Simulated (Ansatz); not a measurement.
**Ligand exchange: C2H3Cl + GaH2I → C2H3I + GaH2Cl**

Species: C2H3Cl `C=CCl`, singlet; GaH2I `[GaH2][I]`, singlet; C2H3I (vinyl iodide) `C=CI`, singlet; GaH2Cl `[Cl][GaH2]`, singlet. The partners trade Cl for I: C–Cl and Ga–I bonds give way to C–I and Ga–Cl.

Shapes, held fixed at every level: PBE0-D4/def2-TZVP. Programs: Ansatz 0.2.0. The zero-point and thermal change to 298 K, harmonic and unscaled (PBE0-D4/def2-TZVP), is -1.2 kJ/mol.

**Question.** Estimate ΔH(298 K) of this reaction.

**Answer.** The highest level, CCSD(T)/def2-TZVPP, gives ΔH(298 K) = -3.8 kJ/mol; the levels span -4.0 to +8.6. That is about zero within the method's error. They disagree on the sign: 5 of 8 are positive. The column of differences is taken from that level and isn't an error. No measured value is set beside it here. For atoms past krypton def2 sets carry core potentials with scalar relativity. Relativity is left out for Ga unless named. Correlated rows may include outer-core shells of Ga, I, which these sets cover unevenly.

```json
{"level": "HF/def2-TZVPP", "kind": "Hartree–Fock", "ΔH(298 K) (kJ/mol)": "+3.9", "less CCSD(T)/def2-TZVPP": "+7.7"}
{"level": "SPW92/def2-TZVPP", "kind": "LDA", "ΔH(298 K) (kJ/mol)": "+8.6", "less CCSD(T)/def2-TZVPP": "+12.4"}
{"level": "r2SCAN-D4/def2-TZVPP", "kind": "meta-GGA", "ΔH(298 K) (kJ/mol)": "+2.3", "less CCSD(T)/def2-TZVPP": "+6.1"}
{"level": "B3LYP-D4/def2-TZVPP", "kind": "global hybrid", "ΔH(298 K) (kJ/mol)": "+0.2", "less CCSD(T)/def2-TZVPP": "+4.0"}
{"level": "r2SCAN0-D4/def2-TZVPP", "kind": "global hybrid", "ΔH(298 K) (kJ/mol)": "+4.7", "less CCSD(T)/def2-TZVPP": "+8.5"}
{"level": "MP2/def2-TZVPP", "kind": "perturbation theory", "ΔH(298 K) (kJ/mol)": "-4.0", "less CCSD(T)/def2-TZVPP": "-0.2"}
{"level": "CCSD/def2-TZVPP", "kind": "coupled cluster or CI", "ΔH(298 K) (kJ/mol)": "-3.0", "less CCSD(T)/def2-TZVPP": "+0.8"}
{"level": "CCSD(T)/def2-TZVPP", "kind": "coupled cluster or CI", "ΔH(298 K) (kJ/mol)": "-3.8", "less CCSD(T)/def2-TZVPP": "0.0"}
```
